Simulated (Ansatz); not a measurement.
The cluster Pd₄O₃⁺, relaxed as a doublet with UKS PBE-D4/def2-SVP in Ansatz, starting from the GFN2-xTB geometry. Force threshold 0.02 eV/Å.

In the def2 sets Pd takes a core potential; there is no spin–orbit coupling. Another isomer (doublet) lies 0.11 eV lower at PBE0-D4/def2-TZVP; other spin states weren't run for this one.

Start:

```xyz
7

Pd    0.280   -1.458   -1.242
Pd   -0.659    1.016   -0.480
Pd    1.684    0.570   -0.131
Pd    0.058   -0.101    1.934
O    -0.664    0.131   -1.888
O     0.167   -1.578    0.687
O    -0.866    1.421    1.120
```

(1) Estimate the energy that the relaxation releases and the steps that it takes.

(2) Does the start keep its bonding?

(3) Predict the relaxed structure.

Answers

(1) 2.42 eV, in 18 steps; 3.2 min on 4 threads of Intel Xeon on a shared host. The force fell under the threshold at step 12, but the optimiser went on. No frequencies were taken in this run, so the end may be a saddle point.

(2) By distances, no bond broke or formed, bridged metal pairs apart. The bond that changes most is Pd2–Pd3, from 2.41 to 2.66 Å (atoms count from 1). Metal–metal contacts that move far: Pd1–Pd4 3.46 to 2.72 Å.

(3) 
```
atom   x (Å)   y (Å)   z (Å)
 Pd1   0.169  -1.284  -0.927
 Pd2  -0.679   1.321  -0.612
 Pd3   1.850   0.639  -0.137
 Pd4  -0.019  -0.211   1.570
  O5  -0.705   0.038  -2.007
  O6   0.301  -1.993   0.847
  O7  -0.917   1.490   1.264
```
Bond lengths (bridged metal pairs left out): 6 × O–Pd 1.90 to 1.95 Å; 3 × Pd–Pd 2.66 to 2.67 Å.
